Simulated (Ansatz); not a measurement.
CH3FO2Si (`O=CO[SiH2]F`), 8 atoms. Total charge 0; spin multiplicity 1. All runs use 2 threads of an Arm Neoverse V2 on a shared host. Correlated methods freeze the cores.

Problem. How many basis functions does each run have, and how long does it take in Ansatz? RKS ωB97M-V/def2-QZVPP energy; direct RPA on PBE orbitals/def2-TZVPP energy; RHF-CCSD(T)/def2-SVP energy; RKS ωB97M-V/def2-SVP energy; RKS PBE0-D4/def2-SVP energy; RKS PBE0-D4/def2-TZVPP energy; RKS PBE-QIDH (frozen core)/def2-TZVPP energy; RKS r2SCAN0-D4/def2-TZVPP energy; RKS PBE0-D4/def2-TZVP relaxation (8 steps); RKS PBE0-D4/def2-QZVPP energy; RKS PBE0-D4/def2-TZVP frequencies; RHF-CCSD(T)/def2-TZVPP energy. (Estimate.)

Solution. The calculation gave: Other jobs shared the machine, so times are rough.

| level | job | functions | wall time | peak host memory (GiB) |
| --- | --- | --- | --- | --- |
| RKS PBE0-D4/def2-SVP | energy | 89 | 1 s | 0.16 |
| RKS PBE0-D4/def2-TZVPP | energy | 208 | 2.6 s | 0.41 |
| RHF-CCSD(T)/def2-SVP | energy | 89 | 3.5 s | 0.31 |
| RKS ωB97M-V/def2-SVP | energy | 89 | 4.2 s | 0.24 |
| direct RPA on PBE orbitals/def2-TZVPP | energy | 208 | 4.5 s | 0.41 |
| RKS r2SCAN0-D4/def2-TZVPP | energy | 208 | 4.8 s | 0.43 |
| RKS PBE-QIDH (frozen core)/def2-TZVPP | energy | 208 | 5 s | 0.46 |
| RKS PBE0-D4/def2-QZVPP | energy | 388 | 7 s | 1.1 |
| RKS ωB97M-V/def2-QZVPP | energy | 388 | 17 s | 1.2 |
| RKS PBE0-D4/def2-TZVP | relaxation (8 steps) | 179 | 28 s | 0.39 |
| RHF-CCSD(T)/def2-TZVPP | energy | 208 | 96 s | 3 |
| RKS PBE0-D4/def2-TZVP | frequencies | 179 | 100 s | 0.4 |
